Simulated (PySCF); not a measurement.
This PySCF input asks for the NMR shieldings of `C(CB(NB)SCC)#C`, C₅H₁₁B₂NS; the geometry comes from GFN2-xTB.

```python
import basis_set_exchange as bse
import numpy as np
from pyscf import gto, dft
from pyscf.prop import nmr

atoms = """
B    -3.073813   -1.847024   -0.493824
N    -1.686141   -1.812631   -0.286325
B    -0.743121   -0.745073   -0.325908
C    -1.158038    0.760396   -0.664176
C    -1.005564    1.627288    0.489269
C    -0.856152    2.322627    1.452666
S     0.954751   -1.215966    0.028419
C     1.926971    0.337495   -0.138465
C     3.319414    0.137881    0.426134
H    -3.631485   -2.871929   -0.397417
H    -3.654454   -0.868631   -0.761575
H    -1.267695   -2.706137   -0.057476
H    -2.198549    0.810212   -0.987890
H    -0.544670    1.168291   -1.475039
H    -0.739692    2.945973    2.288007
H     1.967950    0.580575   -1.200452
H     1.392704    1.118679    0.399682
H     3.834196   -0.660018   -0.103097
H     3.263986   -0.127409    1.478724
H     3.894252    1.056083    0.325707
"""
names = dict.fromkeys(["B", "N", "C", "S", "H"], "pcSseg-1")
basis = {el: gto.basis.parse(bse.get_basis(n, elements=[el], fmt="nwchem")) for el, n in names.items()}
mol = gto.M(atom=atoms, basis=basis, charge=0, verbose=0)
mf = dft.RKS(mol, xc="PBE0")
mf.grids.level = 2
mf.grids.alignment = dft.numint.BLKSIZE   # the property module wants whole blocks of grid points
mf.conv_tol = 1e-9
mf.kernel()

calc = nmr.RKS(mf)   # GIAO
C = mf.mo_coeff
Co = C[:, mf.mo_occ > 0]
resp = mf.gen_response(singlet=True, hermi=2)
def vind(x):   # induced exchange potential for any number of trial vectors
    d = np.einsum("pi,xij,qj->xpq", C, 2 * x.reshape(-1, C.shape[1], Co.shape[1]), Co, optimize=True)
    return np.einsum("xpq,pi,qj->xij", resp(d - d.transpose(0, 2, 1)), C, Co, optimize=True).ravel()
mo1, _ = nmr.rhf.solve_mo1(calc, with_cphf=vind)
sigma = calc.kernel(mo1)
for i, s in enumerate(sigma):   # ppm
    print("%2d %-2s %9.2f" % (i, mol.atom_pure_symbol(i), np.trace(s) / 3))
```

**Question.** Give the expected output.

**Answer.** 
```
 0 B      56.46
 1 N      89.42
 2 B      50.33
 3 C     179.44
 4 C     100.33
 5 C     113.75
 6 S     466.72
 7 C     156.92
 8 C     170.52
 9 H      26.51
10 H      26.27
11 H      24.77
12 H      28.81
13 H      29.67
14 H      30.52
15 H      28.87
16 H      27.55
17 H      30.34
18 H      30.37
19 H      30.23
```

These numbers come from an equivalent density-fitted implementation of the same equations, which agrees with the script to about 0.01 ppm for H and up to a few tenths of a ppm for heavy atoms, so last digits may differ.

Size and cost of the density-fitted run: 215 basis functions, 3.7 min wall time (2.6 min CPU) on 1 thread of an Intel Xeon, shared host; peak memory 0.95 GiB.
